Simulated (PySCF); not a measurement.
**Excitation energy of Ir by level of theory**

Ir [Xe] 4f14 5d7 6s2 (4F) → Ir [Xe] 4f14 5d9 (2D), as a difference of total energies. All numbers are calculated (PySCF 2.14, a scalar-relativistic core potential, in def2-QZVPPD with the def2 core potential (60 electrons) (7s5p4d4f2g, 88 functions)). The calculations carry no spin-orbit coupling.

```tsv
method	excitation energy (cm⁻¹)
LDA	14112
PBE	14618
PBE0	15259
r2SCANh	19069
BP86	14717
revPBE	14391
```

The Hartree-Fock determinant of the upper state isn't an eigenfunction of L²: it has lost the atom's symmetry, so its energy isn't that of a pure term.
